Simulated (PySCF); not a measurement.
Gas-phase XPS of `C[S][GaH2]`, computed

Species: CH5GaS.
Cartesian coordinates in Å at the PBE0-D3(BJ)/def2-SVP level; atoms count from 1:
```xyz
8
CH5GaS angstrom
C     -1.379   -0.095   -0.140
S     -0.012   -1.244    0.238
Ga     1.758    0.045    0.186
H     -1.022    0.936   -0.272
H     -2.103   -0.121    0.685
H     -1.877   -0.423   -1.063
H      3.127   -0.652    0.465
H      1.518    1.563   -0.124
```

The calculation used delta-SCF UKS SCAN, pcX-2 on the ionised atom, pcseg-1 elsewhere, spin-free X2C (PySCF 2.14.0). Binding energies are ΔSCF values: E(core-ionised, relaxed orbitals) − E(ground state) at a fixed geometry, referred to the vacuum level.

Task: What binding energy does each computed site have?

Result: 
| atom(s) | bonded to | level | binding energy (eV) | count |
| --- | --- | --- | --- | --- |
| C1 | S and 3 H | C 1s | 291.35 | 1 |
| S2 | C and Ga | S 1s | 2476.51 | 1 |

Task: Which effective nuclear charge Zeff reproduces each element's mean 1s value in the hydrogen-like formula E = 13.606 eV × Zeff²?

Result: C (Z = 6): mean 291.3 eV, Zeff = 4.63, Z − Zeff = 1.37; S (Z = 16): mean 2476.5 eV, Zeff = 13.49, Z − Zeff = 2.51. Means run over the listed sites, weighted by atom count.

Not every level is listed. No level of gallium is listed. The structure is a single PBE0-D3(BJ)/def2-SVP conformer in the gas phase; no vibrational or solvent corrections.

Time: 8.4 s wall. Hardware: one thread, Arm Neoverse V1 (shared host).
